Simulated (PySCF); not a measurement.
# Two-dimensional NMR puzzle

Compound of formula C8H9NSi. Correlations simulated from computed shifts and the bond graph:

HSQC (one-bond C–H):
```
  δH     δC
6.75  147.8
6.27  126.8
6.19  132.9
6.11  132.9
2.54   18.5
```

COSY cross peaks (H two or three bonds apart, from the bond graph; peaks can be absent where the dihedral angle is near 90°):
```
  δH    δH
6.19  6.11
```

HMBC (two and three bonds, from the bond graph):
```
  δH                                       δC
6.75        159.6, 156.7, 140.2, 132.9, 126.8
6.27  159.6, 156.7, 147.8, 140.2, 132.9, 18.5
6.19                      159.6, 147.8, 126.8
6.11                      159.6, 147.8, 126.8
4.86               156.7, 147.8, 140.2, 124.7
2.54                      156.7, 140.2, 126.8
```

Carbons without hydrogens: δ 159.6, 156.7, 140.2, 124.7.

One conformer, non-relativistic Hamiltonian, averaged over atoms made equivalent by symmetry, fast rotation or ring inversion, isolated molecule. Geometry: GFN2-xTB; PBE0/pcSseg-1 with gauge-including orbitals; PySCF 2.14.0 with density-fitted response routines.

Scale: TMS for ¹H, ¹³C (reference shieldings calculated alike).

Exchangeable hydrogens are left out of these lists.

Q: Which molecule is this?

A: SMILES C1=C([SiH2]C#N)C(C)=CC1=C.

Atom-mapped SMILES (the numbers label the heavy atoms): `[CH2:1]=[C:2]1[CH:3]=[C:4]([CH3:5])[C:6]([SiH2:7][C:8]#[N:9])=[CH:10]1`. Hydrogens are named by the atom that carries them. Ha(C1) is cis to C3; Hb(C1) is trans to C3.

- δC 159.6 is C2, a fully substituted alkene carbon.
- δC 156.7 is C4, a fully substituted alkene carbon.
- δC 147.8 is C10, an alkene CH (δH 6.75).
- δC 140.2 is C6, a fully substituted alkene carbon.
- δC 132.9 is C1, a terminal =CH2 carbon (δH 6.19, 6.11).
- δC 126.8 is C3, an alkene CH (δH 6.27).
- δC 124.7 is C8, a nitrile carbon.
- δC 18.5 is C5, an allylic methyl carbon (δH 2.54).
- HMBC from δH 6.75 reaches the proton-free carbons C2, C4, C6.
- HMBC from δH 6.27 reaches the proton-free carbons C2, C4, C6.
- HMBC from δH 6.19 reaches the proton-free carbon C2.
- HMBC from δH 6.11 reaches the proton-free carbon C2.
- COSY links 6.19–6.11.

This is the structure that produced the data.

Shifts are as computed. Against solution values, carbons near 30 ppm lie about +3 ppm off and those near 130 ppm about +5 ppm. Of 1309 compounds with measured shifts, 239 miss one by over three times the rms of a fit or turn the order of signals round; such compounds aren't used in these exercises.
